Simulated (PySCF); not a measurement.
C4H3S, SMILES [c]1cccs1, multiplicity 2.

The structure is a stationary point at B3LYP-D3(BJ)/def2-SVP. The isomer is the one that the SMILES or the coordinates give; other isomers of the formula were not compared.

Method: TDA-M06-2X/def2-SVPD run with PySCF 2.14.0.

Vertical excitations. 

Give excitation energies, oscillator strengths and character. (Estimate from the structure and the level; the computed values follow.)


```
state    energy (eV)  λ (nm)      f                                                                                                          main pairs
-------  -----------  ------  -----  ------------------------------------------------------------------------------------------------------------------
root 1          1.63     761  0.001                                                                                                    β HOMO→LUMO 90 %
root 2          2.91     426  0.000                                                                                                  β HOMO−1→LUMO 96 %
root 3          4.16     298  0.000                                                                                α HOMO→LUMO 44 %, β HOMO→LUMO+1 50 %
root 4          4.83     256  0.003                                                                            α HOMO−1→LUMO 57 %, β HOMO−1→LUMO+1 35 %
root 5          5.33     232  0.000                                                                              β HOMO−2→LUMO 66 %, β HOMO−3→LUMO 28 %
root 6          5.49     226  0.003                                                                                                  α HOMO−2→LUMO 87 %
root 7          5.92     209  0.000               α HOMO−1→LUMO+1 13 %, β HOMO→LUMO+2 32 %, β HOMO−1→LUMO+2 10 %, β HOMO→LUMO+3 8 %, β HOMO→LUMO+10 7 %
root 8          5.97     208  0.000                                   α HOMO−1→LUMO+1 32 %, α HOMO→LUMO+1 11 %, α HOMO−1→LUMO+8 6 %, β HOMO→LUMO+2 14 %
root 9          6.04     205  0.029  α HOMO→LUMO 23 %, α HOMO→LUMO+6 7 %, β HOMO→LUMO+1 23 %, β HOMO→LUMO+7 14 %, β HOMO−3→LUMO 13 %, β HOMO−2→LUMO 6 %
root 10         6.09     203  0.021                  α HOMO→LUMO+6 6 %, β HOMO→LUMO+7 30 %, β HOMO−1→LUMO+1 21 %, β HOMO−3→LUMO 14 %, β HOMO−2→LUMO 9 %
```
Unrestricted roots are not spin-pure.
